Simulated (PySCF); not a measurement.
Cl2GeH4OSi.

```xyz
9

O      0.7859     1.9517     0.0000
Si     0.5273     0.3238     0.0000
Cl     1.4186    -0.5342    -1.6517
Cl     1.4186    -0.5342     1.6517
Ge    -1.7747    -0.1126     0.0000
H      1.6954     2.2726     0.0000
H     -2.4171     0.4896     1.2556
H     -1.9739    -1.6333     0.0000
H     -2.4171     0.4896    -1.2556
```
Charge 0, spin multiplicity 1.

Geometry optimised at ωB97X-D3(BJ)/def2-SVP. The structure was generated by enumeration, and PubChem lists no compound with its InChIKey, so it may never have been made. The values are those of a single conformer.

All values below come from PBE/pcSseg-1 (PySCF). Non-relativistic, no solvent.

Computed absolute GIAO shielding of each atom: isotropic value and principal components (ppm):
```json
[
 {"atom": "O1", "σ(iso)": "219.9", "σ11": "175.9", "σ22": "235.3", "σ33": "248.5", "span": "72.6"},
 {"atom": "Si2", "σ(iso)": "314.3", "σ11": "289.6", "σ22": "320.1", "σ33": "333.3", "span": "43.7"},
 {"atom": "Cl3", "σ(iso)": "747.6", "σ11": "608.9", "σ22": "689.7", "σ33": "944.2", "span": "335.3"},
 {"atom": "Cl4", "σ(iso)": "747.6", "σ11": "608.9", "σ22": "689.7", "σ33": "944.2", "span": "335.3"},
 {"atom": "Ge5", "σ(iso)": "1610.9", "σ11": "1599.0", "σ22": "1605.0", "σ33": "1628.7", "span": "29.7"},
 {"atom": "H6", "σ(iso)": "28.4", "σ11": "21.9", "σ22": "23.4", "σ33": "39.8", "span": "17.9"},
 {"atom": "H7", "σ(iso)": "27.5", "σ11": "21.1", "σ22": "22.7", "σ33": "38.7", "span": "17.6"},
 {"atom": "H8", "σ(iso)": "27.6", "σ11": "21.5", "σ22": "23.3", "σ33": "38.1", "span": "16.7"},
 {"atom": "H9", "σ(iso)": "27.5", "σ11": "21.1", "σ22": "22.7", "σ33": "38.7", "span": "17.6"}
]
```
